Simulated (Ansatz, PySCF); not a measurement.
The PySCF input:
```python
from pyscf import gto, scf, dft

mol = gto.M(
    atom='''
Sn   -0.00000000   -0.00000000   -0.58286497
Cl    0.00000000    0.00000000    1.71430873
''',
    basis='def2-svp',
    ecp={'Sn': 'def2-svp'},
    charge=1,
    verbose=4,
)

mf = dft.RKS(mol)
mf.xc = 'b3lyp5'
mf.grids.atom_grid = (99, 590)
mf.grids.prune = None
mf.kernel()
```

Question: Convert this to an input for Ansatz (a program for electronic structure).

Answer: Several could match; the one computed here: 
Ansatz 0.2 input:
```yaml
crystal:
  periodic: [false, false, false]
  atoms:
    - {symbol: Sn, position_ang: [-0.00000000, -0.00000000, -0.58286497]}
    - {symbol: Cl, position_ang: [0.00000000, 0.00000000, 1.71430873]}
basis:
  gaussian:
    orbitals: def2-SVP
hamiltonian:
  xc: b3lyp5
total_charge: 1
accuracy: high
```

Both were run: PySCF gave -674.066374 Eh and Ansatz -674.066373 Eh, 0.000 mEh apart.
